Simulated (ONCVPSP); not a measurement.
**Mg (Z = 12): variants of one ONCV potential**

Base potential:

| Item | Value |
| --- | --- |
| Element | magnesium |
| Generator | ONCVPSP 4.0.1 |
| Type | optimised norm-conserving Vanderbilt (ONCV) |
| Functional | PBEsol |
| Relativity | scalar-relativistic |
| Frozen core | [He] |
| Valence charge | 10 |
| Reference configuration | 2s2 2p6 3s2 |
| Partial waves | 2s+3s: rc 1.25 bohr, ncon 4, nbas 9, qcut 12.5 1/bohr, 2 projectors; 2p: rc 1.00 bohr, ncon 4, nbas 7, qcut 15.3 1/bohr, 2 projectors, debl 1.4 Ha; d scattering state at 0.05 Ha: rc 1.15 bohr, ncon 4, nbas 8, qcut 8.7 1/bohr, 2 projectors, debl 3.3 Ha |
| Local potential | polynomial inside 0.70 bohr (lpopt 4, dvloc0 0 Ha) |
| Core correction | Teter function, fcfact 6, rcfact 1.5 |

In the p channel the program set the typed energies aside and used -1.711, 0.250 Ha.

Cutoffs, loose and tight: the cutoffs (Ha) at which the residual kinetic energy of the hardest occupied pseudo-wave falls to 1 and 0.1 mHa per electron. They do not see the model core or the augmentation charge, which bear on the density cutoff. Test errors are all-electron minus pseudo excitation energies from the reference, over the configurations 2s2 2p6 3s1; 2s2 2p6 3s0; 2s2 2p6 3s1.5; 2s1 2p6 3s2. A dash means not determined; rows that change the core or the reference have their own tests.

| change | outcome | cutoff, loose | cutoff, tight | bound ghosts | GHOST(+) flags above zero | largest test error (meV) |
| --- | --- | --- | --- | --- | --- | --- |
| base | generated, projector energies reset by the program | 81 Ha | 94 Ha | none | none | -224 |
| core correction none | generated, projector energies reset by the program | 81 Ha | 94 Ha | none | none | -192 |
| local potential polynomial inside 0.70 bohr (lpopt 4, dvloc0 2 Ha) | generated, projector energies reset by the program | 81 Ha | 94 Ha | none | none | -225 |
| local potential polynomial inside 0.80 bohr (lpopt 5, dvloc0 0 Ha) | generated, projector energies reset by the program | 81 Ha | 94 Ha | none | none | -224 |
| d: qcut 13.2 | generated, projector energies reset by the program | 81 Ha | 94 Ha | none | none | -224 |

(1) What comes out with this change to the base: p: rc 0.96?

(2) What comes out with this change to the base: s: rc 0.96?

Results:

(1) outcome: generated, projector energies reset by the program; cutoff, loose: 85 Ha; cutoff, tight: 97 Ha; bound ghosts: none; GHOST(+) flags above zero: none; largest test error (meV): -214.

(2) outcome: generated, projector energies reset by the program; cutoff, loose: 81 Ha; cutoff, tight: 94 Ha; bound ghosts: none; GHOST(+) flags above zero: none; largest test error (meV): -129.
